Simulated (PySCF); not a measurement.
Ir(OH)3 (H₃IrO₃), SMILES [OH][Ir]([OH])[OH] (connectivity only; charge and spin as stated), neutral, multiplicity 3. Atoms are numbered in the order given.

```xyz
7

Ir    -0.0669     0.0708     0.0019
O      1.5370    -0.9281    -0.2978
H      2.2782    -0.2922    -0.1775
O     -0.3269    -0.9650     1.5727
H      0.4534    -1.5324     1.7676
O     -0.7565     1.3187    -1.2374
H     -1.2075     0.9660    -2.0331
```
Charge 0, spin multiplicity 3.

The structure is a stationary point at PBE-D3(BJ)/def2-SVP. The spin state was assumed, not searched. The def2 effective core potentials stand for the cores of Ir; spin–orbit coupling is left out. One conformer was computed; it need not be the lowest.

Calculation: PBE-D3(BJ)/def2-SVP (PySCF).

Frequencies are harmonic and unscaled.

```csv
mode,ν (cm⁻¹),IR (km/mol),moving atoms (share of kinetic energy)
1,75,1.1,"O 82 %, Ir 10 %"
2,167,5.0,"O 70 %, Ir 18 %, H 12 %"
3,226,24.1,"O 81 %, H 12 %"
4,361,105.9,H 96 %
5,473,119.8,"H 90 %, O 10 %"
6,497,61.9,"H 86 %, O 13 %"
7,631,30.9,"O 86 %, Ir 9 %"
8,663,95.6,"O 83 %, Ir 14 %"
9,669,41.8,O 97 %
10,694,118.0,"H 90 %, O 9 %"
11,826,109.8,"H 88 %, O 11 %"
12,955,62.3,H 92 %
13,3579,38.8,H 94 %
14,3584,64.9,H 94 %
15,3645,101.2,H 94 %
```
